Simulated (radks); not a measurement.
Values are calculated unless marked as measured or tabulated.
Question: Orbital eigenvalues (eV) of neutral gadolinium, [Xe] 4f7 5d1 6s2, of relativity; Dirac values are averaged over j with weights 2j + 1. Spin-unpolarised spherical Kohn-Sham, PBE, point nucleus unless stated (finite: rms radius 5.1569 fm), a radial shooting solver on a logarithmic mesh with Libxc functionals. A level marked "c x" has the speed of light scaled by that factor and shares open shells by 2j + 1; other Dirac levels either fill j = l - 1/2 first or share by 2j + 1.

| shell | non-rel. |
|---|---|
| 3s | -1654.9 |
| 3p | -1492.7 |
| 3d | -1190.7 |
| 4s | -327.13 |
| 4p | -263.69 |
| 4d | -150.64 |
| 5s | -43.676 |
| 5p | -26.529 |
| 4f | -13.069 |
| 6s | -3.7822 |
| 5d | -3.2998 |
| 6p (empty) | -1.4472 |

Give the values at the level "Dirac, c x 2".

Answer: 
shell       Dirac, c x 2  change of magnitude (%)
3s               -1694.8                    +2.41
3p               -1507.3                    +0.97
3d               -1187.6                    -0.26
4s               -336.49                    +2.86
4p               -266.82                    +1.19
4d               -149.88                    -0.51
5s               -44.981                    +2.99
5p               -26.713                    +0.69
4f               -11.958                    -8.50
6s               -3.8548                    +1.92
5d               -3.1052                    -5.90
6p (empty)       -1.4219                    -1.75
